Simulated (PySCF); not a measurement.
Excitations are Tamm–Dancoff values on a coarser integration grid. The basis has no diffuse functions, so Rydberg states are missing or too high.

C$_{3}$H$_{2}$O, SMILES `C(C=O)#C` (charge 0, multiplicity 1)

Computed with TPSSh-D3(BJ)/def2-TZVP // PBE0-D3(BJ)/def2-TZVP in PySCF 2.14.0.

```yaml
HOMO: -7.28 eV
dipole_moment: 2.88 D
LUMO: -2.63 eV
HOMO–LUMO gap: 4.65 eV
S1 excitation (TDA): 3.83 eV
S1 oscillator strength: 0.000
brightest of the four lowest singlets (TDA): 5.96 eV
T1 excitation (TDA): 3.18 eV
S1–T1 gap (TDA): 0.65 eV
total_energy: -190.7341 Ha
cost: roughly 2.2 core-minutes
```

```xyz
6

C      1.5298     0.0876     0.0353
C      0.3300     0.0413    -0.0140
C     -1.1099    -0.0616    -0.0274
O     -1.8235     0.6066    -0.7272
H      2.5934     0.1434     0.0647
H     -1.5197    -0.8174     0.6687
```
Charge 0, spin multiplicity 1.
